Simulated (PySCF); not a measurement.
## Triethylphosphine oxide in a uniform electric field

Triethylphosphine oxide, C₆H₁₅OP.
Numbering: `[CH3:1][CH2:2][P:3](=[O:4])([CH2:5][CH3:6])[CH2:7][CH3:8]` (hydrogens: H9, H10, H11 on C1; H12, H13 on C2; H14, H15 on C5; H16, H17, H18 on C6; H19, H20 on C7; H21, H22, H23 on C8)

Structure used (PBE0-D3(BJ)/def2-SVP), in Å, numbered top down from 1:
```xyz
23
C6H15OP angstrom
C      2.5687    0.4160    0.4454
C      1.5786   -0.2797   -0.4783
P      0.0101   -0.6596    0.3773
O      0.2057   -1.4325    1.6498
C     -0.9980   -1.5540   -0.8563
C     -2.3424   -1.9802   -0.2829
C     -0.8259    0.9414    0.6672
C     -1.1119    1.8137   -0.5448
H      2.6722   -0.1520    1.3818
H      2.2375    1.4333    0.7059
H      3.5610    0.5008   -0.0224
H      1.3783    0.3036   -1.3927
H      1.9742   -1.2570   -0.8025
H     -1.1064   -0.9487   -1.7717
H     -0.3968   -2.4389   -1.1251
H     -2.9954   -1.1149   -0.0888
H     -2.8774   -2.6495   -0.9730
H     -2.1941   -2.5087    0.6704
H     -0.1940    1.4635    1.4048
H     -1.7505    0.6816    1.2088
H     -1.6148    2.7465   -0.2479
H     -0.1888    2.0969   -1.0741
H     -1.7687    1.3072   -1.2687
```

Level: CAM-B3LYP/def2-SVPD (PySCF); nuclei fixed, core orbitals frozen in the response. Permanent dipole (-0.628, 2.377, -3.762) D (1 au = 2.5417 D). Static polarisability (au):

```
x   106.48   4.22   2.66
y     4.22  99.92   0.16
z     2.66   0.16  90.75
```

Only the terms in μ and α are kept: μ(F) = μ + αF and ΔE = −μ·F − ½ F·αF.

Q: What do fields of 0.257 V/Å (0.005 au) along the six axis directions do?

A: 
```csv
field along,induced x (D),induced y (D),induced z (D),total size (D),−μ·F (kJ/mol),−½F·αF (kJ/mol)
+x,1.353,0.054,0.034,4.509,+3.243,-3.495
−x,-1.353,-0.054,-0.034,4.871,-3.243,-3.495
+y,0.054,1.270,0.002,5.269,-12.277,-3.279
−y,-0.054,-1.270,-0.002,3.982,+12.277,-3.279
+z,0.034,0.002,1.153,3.580,+19.430,-2.978
−z,-0.034,-0.002,-1.153,5.499,-19.430,-2.978
```

Q: For the field (-0.0020, 0.0005, 0.0015) au, what is the induced dipole, and what angle does it make with the field?

A: αF = (-0.526, 0.106, 0.333) D, at 4.8° to the field. The polarisability along this direction, F·αF/F², is 97.07 au, against a mean of 99.05 au.

Q: Which field along μ doubles the dipole in that direction (linear response)?

A: The polarisability along the dipole is 93.48 au, so F = 1.7681 au / 93.48 au = 0.0189 au = 0.97 V/Å; higher-order terms are ignored.

Q: What field makes μF equal to kT at 200 K?

A: kT = 0.6334 × 10⁻³ Eh, so F = 0.000358 au = 1.84 MV/cm.

Q: Induction energy −ᾱe²/2R⁴ of a unit charge at 12 Å, the molecule taken as a point?

A: R = 22.68 bohr, so the energy is −99.1/(2 × 22.68⁴) Eh = -0.492 kJ/mol. The charge–dipole term at its most favourable orientation, −μe/R², is -9.03 kJ/mol.

Geometry: PBE0-D3(BJ)/def2-SVP, one conformer, isolated molecule.

These values come from a run that also computed excited states and ΔSCF ions. On Arm Neoverse V2, one thread, no GPU, shared host with 32 logical CPUs at a one-minute load of 14, this took 3.3 min of wall time and 2.0 GiB of memory at its peak.
